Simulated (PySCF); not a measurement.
H3AlFNO (SMILES [NH2][Al]([OH])[F]), singlet, geometry from GFN2-xTB (such geometries of metal compounds can be far from the true shape). Base run: CAMB3LYP/6-31G, TDDFT (PySCF).

The PySCF input:
```python
from pyscf import gto, scf, dft, tdscf

mol = gto.Mole()
mol.atom = '''
    Al    0.02872516   -0.01725957    0.01872178
    F     1.60534780   -0.14255131   -0.46416288
    O    -0.44353929   -0.67572208    1.44224094
    H    -0.45470422   -1.12520853    2.27321481
    N    -1.11967264    0.83223004   -1.02278124
    H    -2.09557534    0.95743659   -0.81144556
    H    -0.88525500    1.25527441   -1.90614538
'''
mol.basis = '6-31g'
mol.verbose = 4
mol.build()

mf = dft.RKS(mol)
mf.xc = 'camb3lyp'
mf.kernel()
td = mf.TDDFT()
td.nstates = 5
td.kernel()
td.analyze()
```

Each row names what was changed in the base input (with any setting that the change needs).

```json
[
 {"change": "base", "first excitation (eV)": "5.86", "oscillator strength of the first": "0.036", "second (eV)": "7.45", "core-seconds (rough)": "70"},
 {"change": "states = triplets; response = Tamm-Dancoff", "first excitation (eV)": "5.33", "oscillator strength of the first": "-", "second (eV)": "6.51", "core-seconds (rough)": "30"},
 {"change": "nstates = 2", "first excitation (eV)": "5.86", "oscillator strength of the first": "0.036", "second (eV)": "7.45", "core-seconds (rough)": "80"},
 {"change": "nstates = 10", "first excitation (eV)": "5.86", "oscillator strength of the first": "0.036", "second (eV)": "7.45", "core-seconds (rough)": "50"},
 {"change": "functional = pbe", "first excitation (eV)": "4.93", "oscillator strength of the first": "0.026", "second (eV)": "6.31", "core-seconds (rough)": "10"},
 {"change": "guess vectors = 13 for 5 states", "first excitation (eV)": "5.86", "oscillator strength of the first": "0.036", "second (eV)": "7.45", "core-seconds (rough)": "50"},
 {"change": "functional = blyp", "first excitation (eV)": "4.82", "oscillator strength of the first": "0.025", "second (eV)": "6.22", "core-seconds (rough)": "20"},
 {"change": "nstates = 15", "first excitation (eV)": "5.86", "oscillator strength of the first": "0.036", "second (eV)": "7.45", "core-seconds (rough)": "60"},
 {"change": "functional = wb97x", "first excitation (eV)": "6.22", "oscillator strength of the first": "0.041", "second (eV)": "7.78", "core-seconds (rough)": "60"},
 {"change": "response = Tamm-Dancoff", "first excitation (eV)": "5.88", "oscillator strength of the first": "0.039", "second (eV)": "7.47", "core-seconds (rough)": "40"}
]
```

An iterative solver can miss low states, so a row lists the states that it found.
